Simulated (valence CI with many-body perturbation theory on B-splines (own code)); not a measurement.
**Level structure of Ta LIX**

Method: configuration interaction combined with many-body perturbation theory (CI+MBPT): five valence electrons over a frozen Dirac-Fock core [Ne], a basis of 11 s, 11 p, 10 d, 8 f, 5 g, 2 h functions for each j, with the one-electron correlation potential Σ1, the two-electron term Σ2, the three-electron term Σ3, Breit, model QED; selected CI, second order for the rest, scaled by the run's own slope (own B-spline code, finite nucleus).

No measured spectrum was set against this ion. As an estimate, large intervals hold to a few tenths of a per cent, small ones and those within an open d or f shell to about a per cent. Among the levels kept, up to 3200 cm⁻¹ of a level comes from second order outside the variational space, and about a tenth of that is noise between levels of different J, which matters for small intervals.

Levels 46 to 90 of 166, with energies above the lowest level, (3s^2 3p1/2^2 3p3/2) J=3/2. "Leading %" is the weight of the configuration and term that name the level; weights of strongly mixed levels are sums over their largest components and can fall short, so below about 35 % the name and the second component can differ from the true leading terms, or belong to a minority configuration. In the jj column 3d3/2^4 stands for four electrons in 3d with j = 3/2. Lifetimes count E1, E2, E3, M1 and M2 decay at the calculated energies, and are blank where another channel may lead or the interval is too uncertain; long ones can be off by a factor of two.

| No. | Configuration | Term | J | E (× 10³ cm⁻¹) | Leading % | Leading jj | g | Lifetime |
| --- | --- | --- | --- | --- | --- | --- | --- | --- |
| 46 | 3s 3p4 | 2P | 1/2 | 6916.8 | 46 | 3s 3p1/2 3p3/2^3 (74 %) | 1.377 | 491 fs |
| 47 | 3s 3p4 | 2P | 3/2 | 6936.0 | 39 | 3s 3p1/2 3p3/2^3 (76 %) | 1.127 | 419 fs |
| 48 | 3s2 3p 3d2 | 4G° | 7/2 | 6938.4 | 55 | 3s^2 3p1/2 3d3/2 3d5/2 (95 %) | 1.017 | 2.98 ps |
| 49 | 3s2 3p 3d2 | 2D° | 5/2 | 6970.5 | 24 | 3s^2 3p1/2 3d3/2 3d5/2 (95 %) | 1.057 | 2.36 ps |
| 50 | 3s2 3p 3d2 | 4D° | 3/2 | 7022.2 | 42 | 3s^2 3p1/2 3d3/2 3d5/2 (95 %) | 1.167 | 2.28 ps |
| 51 | 3s2 3p 3d2 | 4P° | 1/2 | 7039.4 | 46 | 3s^2 3p1/2 3d3/2 3d5/2 (96 %) | 1.793 | 2.60 ps |
| 52 | 3s2 3p 3d2 | 2H° | 9/2 | 7051.3 | 50 | 3s^2 3p1/2 3d3/2 3d5/2 (97 %) | 1.020 | 3.54 ps |
| 53 | 3s2 3p2 3d | 2F | 7/2 | 7293.7 | 45 | 3s^2 3p3/2^2 3d3/2 (97 %) | 1.099 | 532 fs |
| 54 | 3s2 3p 3d2 | 4D° | 5/2 | 7297.2 | 24 | 3s^2 3p1/2 3d3/2 3d5/2 (82 %) | 1.151 | 219 fs |
| 55 | 3s2 3p2 3d | 2D | 5/2 | 7300.6 | 27 | 3s^2 3p3/2^2 3d3/2 (88 %) | 1.163 | 357 fs |
| 56 | 3s2 3p 3d2 | 2F° | 7/2 | 7323.5 | 39 | 3s^2 3p1/2 3d3/2 3d5/2 (85 %) | 1.136 | 281 fs |
| 57 | 3s2 3p2 3d | 4P | 3/2 | 7332.0 | 23 | 3s^2 3p3/2^2 3d3/2 (76 %) | 1.183 | 243 fs |
| 58 | 3s2 3p2 3d | 4P | 1/2 | 7344.6 | 39 | 3s^2 3p3/2^2 3d3/2 (76 %) | 1.663 | 223 fs |
| 59 | 3s2 3p 3d2 | 2P° | 3/2 | 7371.6 | 21 | 3s^2 3p1/2 3d3/2 3d5/2 (83 %) | 1.325 | 210 fs |
| 60 | 3s2 3p2 3d | 2D | 3/2 | 7471.1 | 67 | 3s^2 3p3/2^2 3d3/2 (89 %) | 0.827 | 359 fs |
| 61 | 3s 3p2 3d2 | 4F | 3/2 | 7618.5 | 42 | 3s 3p1/2^2 3d3/2^2 (97 %) | 0.446 | 13.3 ps |
| 62 | 3s2 3p2 3d | 2F | 7/2 | 7694.2 | 51 | 3s^2 3p3/2^2 3d5/2 (98 %) | 1.234 | 149 ps |
| 63 | 3s 3p2 3d2 | 4F | 5/2 | 7700.0 | 24 | 3s 3p1/2^2 3d3/2^2 (96 %) | 1.054 | 13.0 ps |
| 64 | 3s2 3p2 3d | 4F | 9/2 | 7710.3 | 62 | 3s^2 3p3/2^2 3d5/2 (99 %) | 1.238 | 1.56 ns |
| 65 | 3s2 3p 3d2 | 4D° | 7/2 | 7711.3 | 32 | 3s^2 3p1/2 3d5/2^2 (91 %) | 1.220 | 1.59 ps |
| 66 | 3s2 3p 3d2 | 2G° | 9/2 | 7722.4 | 28 | 3s^2 3p1/2 3d5/2^2 (96 %) | 1.117 | 2.35 ps |
| 67 | 3s2 3p2 3d | 2P | 1/2 | 7781.5 | 56 | 3s^2 3p3/2^2 3d5/2 (95 %) | 1.198 | 10.8 ps |
| 68 | 3s2 3p 3d2 | 2P° | 3/2 | 7789.9 | 27 | 3s^2 3p1/2 3d5/2^2 (94 %) | 1.326 | 1.45 ps |
| 69 | 3s2 3p 3d2 | 2F° | 5/2 | 7794.9 | 38 | 3s^2 3p1/2 3d5/2^2 (96 %) | 1.095 | 1.78 ps |
| 70 | 3s 3p2 3d2 | 4P | 1/2 | 7859.8 | 45 | 3s 3p1/2^2 3d3/2^2 (95 %) | 2.337 | 11.3 ps |
| 71 | 3s2 3p2 3d | 2D | 5/2 | 7948.8 | 75 | 3s^2 3p3/2^2 3d5/2 (98 %) | 1.199 | 474 ps |
| 72 | 3s2 3p 3d2 | 2P° | 1/2 | 8001.8 | 67 | 3s^2 3p1/2 3d5/2^2 (93 %) | 0.645 | 1.48 ps |
| 73 | 3s2 3p2 3d | 2P | 3/2 | 8047.0 | 43 | 3s^2 3p3/2^2 3d5/2 (95 %) | 1.188 | 1.51 ps |
| 74 | 3s2 3p2 3d | 2D | 5/2 | 8090.6 | 51 | 3s^2 3p3/2^2 3d5/2 (93 %) | 1.176 | 1.21 ps |
| 75 | 3s 3p3 3d | 6D° | 3/2 | 8178.7 | 22 | 3s 3p1/2 3p3/2^2 3d3/2 (77 %) | 1.256 | 1.60 ps |
| 76 | 3s 3p3 3d | 6D° | 1/2 | 8261.3 | 43 | 3s 3p1/2 3p3/2^2 3d3/2 (95 %) | 2.070 | 1.42 ps |
| 77 | 3s 3p3 3d | 4F° | 5/2 | 8269.3 | 37 | 3s 3p1/2 3p3/2^2 3d3/2 (93 %) | 1.218 | 1.89 ps |
| 78 | 3s 3p2 3d2 | 4F | 7/2 | 8314.4 | 29 | 3s 3p1/2^2 3d3/2 3d5/2 (96 %) | 1.225 | 3.91 ps |
| 79 | 3s 3p2 3d2 | 4F | 5/2 | 8353.1 | 20 | 3s 3p1/2^2 3d3/2 3d5/2 (96 %) | 1.173 | 3.55 ps |
| 80 | 3s 3p3 3d | 4G° | 7/2 | 8362.4 | 32 | 3s 3p1/2 3p3/2^2 3d3/2 (95 %) | 1.186 | 1.44 ps |
| 81 | 3p5 | 2P° | 3/2 | 8373.3 | 50 | 3p1/2^2 3p3/2^3 (50 %) | 1.284 | 483 fs |
| 82 | 3s 3p2 3d2 | 4P | 3/2 | 8404.7 | 28 | 3s 3p1/2^2 3d3/2 3d5/2 (97 %) | 1.596 | 3.24 ps |
| 83 | 3s 3p2 3d2 | 4F | 9/2 | 8466.5 | 28 | 3s 3p1/2^2 3d3/2 3d5/2 (95 %) | 1.194 | 2.97 ps |
| 84 | 3s 3p3 3d | 2G° | 9/2 | 8478.4 | 43 | 3s 3p1/2 3p3/2^2 3d3/2 (96 %) | 1.151 | 1.53 ps |
| 85 | 3s 3p2 3d2 | 2F | 5/2 | 8479.0 | 24 | 3s 3p1/2^2 3d3/2 3d5/2 (96 %) | 1.115 | 3.14 ps |
| 86 | 3s 3p2 3d2 | 2D | 3/2 | 8530.9 | 20 | 3s 3p1/2^2 3d3/2 3d5/2 (93 %) | 1.070 | 3.29 ps |
| 87 | 3s 3p2 3d2 | 2G | 7/2 | 8533.1 | 32 | 3s 3p1/2^2 3d3/2 3d5/2 (98 %) | 0.926 | 3.10 ps |
| 88 | 3s 3p3 3d | 4F° | 3/2 | 8537.9 | 44 | 3s 3p1/2 3p3/2^2 3d3/2 (88 %) | 0.794 | 604 fs |
| 89 | 3s 3p2 3d2 | 2P | 1/2 | 8583.5 | 35 | 3s 3p1/2^2 3d3/2 3d5/2 (94 %) | 1.188 | 2.98 ps |
| 90 | 3s 3p3 3d | 4P° | 5/2 | 8598.0 | 27 | 3s 3p1/2 3p3/2^2 3d3/2 (90 %) | 1.335 | 393 fs |
